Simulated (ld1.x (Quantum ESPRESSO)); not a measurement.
Values are calculated unless marked as measured or tabulated.
Hardness and transferability of assorted potentials

Generated with ld1.x 7.5 (TM, RRKJ, ultrasoft, PAW), atompaw 4.2 or ONCVPSP 4.0.1. The cutoff is in Ry: for ld1.x and atompaw files where the sum of valence levels is converged to 10 mRy in a Bessel basis, for ONCV files where the hardest occupied wave has 1 mHa per electron of residual kinetic energy. The error is the largest all-electron minus pseudo excitation energy over each file’s own four to seven test configurations (ionisations up to +4, promotions, holes and added fractions of an electron), all of which were solved. The labels leave out finer settings (local radius, basis sizes, second energies), which also bear on the numbers. Spin-polarised tests are not counted. The rows are a selection from randomly drawn settings: files with unsolved tests, undetermined cutoffs or missed reference levels are left out.

A true bound ghost makes a file unfit for plane-wave use even where its test errors are small: the radial tests pick states by their node count and pass the ghost by.

| element | potential | cutoff (Ry) | largest error (meV) | bound ghosts |
| --- | --- | --- | --- | --- |
| Ne | TM semilocal, PBE, scalar-relativistic, rc 0.60/1.05/0.85 (spd), local p, core correction yes, reference 2s2 2p6 | 230 | +671 | none |
| Cl | TM, LDA (PZ), non-relativistic, rc 1.40/1.30/1.50 (spd), local smoothed, core correction yes, reference 3s2 3p5 | 40 | +356 | none |
| Mn | TM semilocal, LDA (PZ), scalar-relativistic, rc 2.80/3.95/1.95 (spd), local p, core correction yes, reference 3d5.5 4s1.5 4p0 | 70 | -1592 | none |
| Ni | RRKJ, PBE, scalar-relativistic, rc 1.65/1.65/0.85 (spd), local s, core correction yes, reference 3d7 4s0 4p0 | 230 | -797 | p |
| As | PAW, LDA (PZ), scalar-relativistic, rc 1.65/1.55/1.15 (spd), local smoothed, core correction yes, reference 3d10 4s2 4p1.5 | 120 | +2.8 | none |
| Tc | PAW, PBE, scalar-relativistic, rc 3.00/3.20/2.45 (spd), local smoothed, core correction yes, reference 4d5 5s1 5p1 | 18 | -144 | s |
| Sb | TM semilocal, PBE, scalar-relativistic, rc 2.05/1.75/1.85 (spd), local s, core correction yes, reference 5s2 5p3 | 35 | -506 | none |
| Ce | PAW, LDA (PZ), scalar-relativistic, rc 2.40/2.85/2.55 (spd), local smoothed, core correction yes, reference 5s2 5p6 5d1 6s1.5 6p0 | 12 | -7.7 | none |

(1) Fill in the row for I: TM, BP86, scalar-relativistic, rc 1.65/1.90 (sp), local s, core correction yes, reference 5s2 5p5.

## Answers

(1) cutoff 35 Ry, largest error -126 meV, bound ghosts: none.
